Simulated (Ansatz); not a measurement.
Consider the ligand exchange at the Si–F bond: `C[SiH2]C[SiH2]F` + HCl → `C[SiH2]C[SiH2]Cl` + H–F.

Computed with Ansatz on PBE0-D4/def2-TZVP structures; ΔE is electronic, products minus reactants. CBS: MP2 limit from def2 TZ/QZ plus the TZ coupled-cluster correction, frozen cores. This one scheme is used for every species. Functionals use def2-TZVPP. B3LYP here is the variant with VWN-RPA as its local correlation; programs differ in this. Each species was taken in one conformer, which may not be the lowest.

Is it downhill or uphill in electronic energy at CCSD(T)/CBS, and by how much? (Best estimate.)

Ansatz gave: Uphill: ΔE = +33.9 kJ/mol.

What do these levels give: PBE0-D4, B3LYP-D4, B2PLYP, PBE, PBE0, B3LYP, MP2/def2-TZVPP, CCSD/def2-TZVPP, CCSD(T)/def2-TZVPP, HF/def2-QZVPP, HF/CBS(def2), CCSD/CBS(def2)? (An estimate is asked.)

The calculation gave: PBE0-D4 28.2, B3LYP-D4 38.4, B2PLYP 41.4, PBE 32.5, PBE0 31.6, B3LYP 44.5, MP2/def2-TZVPP 32.3, CCSD/def2-TZVPP 40.1, CCSD(T)/def2-TZVPP 37.7, HF/def2-QZVPP 50.6, HF/CBS(def2) 50.9, CCSD/CBS(def2) 36.3 kJ/mol.

Largest T1 diagnostic among the species: 0.011.

The D4 term adds −6.1 kJ/mol with B3LYP and −3.3 kJ/mol with PBE0; it sums over pairs of atoms, weighted by their polarisabilities, and B3LYP, whose exchange is more repulsive, gets the larger term. In def2-TZVPP, CCSD(T) changes the Hartree–Fock value by −11.2 kJ/mol (the triples alone add −2.4 kJ/mol) and MP2 by −16.6 kJ/mol.
